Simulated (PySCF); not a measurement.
Geometries of 2 isomers of C3H9BS, from PySCF 2.14.0, PBE0-D3(BJ)/def2-SVP geometry optimisation, gas phase. One conformer each, no zero-point energy, no frequencies.

Question: Which is lower in electronic energy at this level?
A.
```xyz
14
angstrom
B      3.118    0.017   -0.061
S      1.725   -0.420   -1.038
C      0.270   -0.094    0.022
C     -1.012   -0.132   -0.793
C     -2.241    0.149    0.057
H      2.984    0.445    1.060
H      4.196   -0.136   -0.578
H      0.251   -0.856    0.815
H      0.406    0.887    0.502
H     -0.942    0.603   -1.612
H     -1.105   -1.119   -1.276
H     -2.186    1.144    0.527
H     -2.349   -0.593    0.865
H     -3.160    0.117   -0.548
```
B.
```xyz
14
angstrom
C     -2.404   -0.030   -0.162
C     -1.269    0.978   -0.343
B      0.128    0.473    0.163
S      1.579    0.758   -0.815
C      2.952    0.101    0.176
H     -3.377    0.390   -0.458
H     -2.486   -0.356    0.887
H     -2.239   -0.933   -0.770
H     -1.485    1.880    0.265
H     -1.225    1.334   -1.387
H      0.249   -0.103    1.223
H      3.200    0.792    0.993
H      2.696   -0.883    0.589
H      3.824    0.002   -0.484
```

Answer: B. That is `CCBSC`, 8.1 kcal/mol below the other.

```csv
SMILES,atoms numbered as above,E (Eh),relative (kcal/mol),relative (kJ/mol),dipole (D)
CCBSC,[CH3:1][CH2:2][BH:3][S:4][CH3:5],-542.25967,0.0,0.0,1.06
BSCCC,[BH2:1][S:2][CH2:3][CH2:4][CH3:5],-542.24670,8.1,34.1,1.99
```
